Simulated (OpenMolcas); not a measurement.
Lines of F⁵⁺: computed and rescaled rates

| Property | Result |
| --- | --- |
| Program | OpenMolcas |
| Method | SS-RASPT2, IPEA 0.25 Eh, imaginary shift 0.1 Eh (closed shells correlated: 1s) |
| Basis | ANO-RCC-VTZP [4s3p2d1f] |
| Scalar Hamiltonian | DKH2, point nucleus |
| Active space | 2 electrons in 9 orbitals (RAS2 2s 2p; RAS3 3d, at most 2 electrons) |
| State averaging | 2S+1 = 3 even, 3 roots; 2S+1 = 1 even, 7 roots (6 in the spin-orbit step); 2S+1 = 3 odd, 3 roots; 2S+1 = 1 odd, 3 roots |
| Spin-orbit coupling | state interaction with AMFI integrals over the reference wave functions, term energies averaged over their components |

Rates come from the transition moments of the reference wave functions (E1 and E2 in the length form). At fixed line strength A goes as λ^-3 for E1 and M1 and as λ^-5 for E2, so a rate at the computed wavelength can be rescaled to the measured one. Measured vacuum wavelengths follow from level energies in Moore, Atomic Energy Levels, vol. I, NSRDS-NBS 35 (1971 reprint of NBS Circular 467, 1949). Branching counts decays inside the model space alone, at computed energies, and the table is only a selection of the E1 lines, drawn from those between levels with measured partners whose computed energy lies within a factor of 1.5 of the measured one.

```tsv
Upper	Lower	Type	λ computed (nm)	λ measured (nm)	A computed (s-1)	A rescaled (s-1)	Branching %
2p² ³P₂	2s 2p ³P°₂	E1	64.32	64.64	2.04e+09	2.01e+09	74.8
2p² ³P₁	2s 2p ³P°₂	E1	64.55	64.85	1.12e+09	1.10e+09	41.3
2p² ³P₂	2s 2p ³P°₁	E1	64.09	64.4	6.88e+08	6.78e+08	25.2
2p² ³P₁	2s 2p ³P°₁	E1	64.31	64.61	6.81e+08	6.72e+08	25.1
2s 2p ³P°₁	2s² ¹S₀	E1	103.2	103.2	6.68e+03		100.0
```

Spin-changing lines and M1 lines between different terms are not rescaled, since their strength hangs on the term gaps too.

The largest correction is for 2p² ³P₂ → 2s 2p ³P°₂ (E1): 2.04e+09 × (64.32 / 64.64)^3 = 2.01e+09 s-1, a factor of 0.99.

No measured rate stands beside these. Rescaling mends the energy factor alone: line strengths can still be far off where a level mixes with configurations outside the active space, and weak or spin-changing lines hang on small mixing coefficients that depend on the term gaps too, so rescaling need not improve them.

Active for correlation alone: 3d; no level in the range computed is led by a configuration that fills it, so any true level of that kind is missing. Measured partners are found by configuration, term and J. A level has none where our copy of the source lacks it or the pairing is in doubt (some pairs that miss far off the trend of their configuration count as doubtful). Levels of configurations outside the active space are missing.

° marks odd parity.
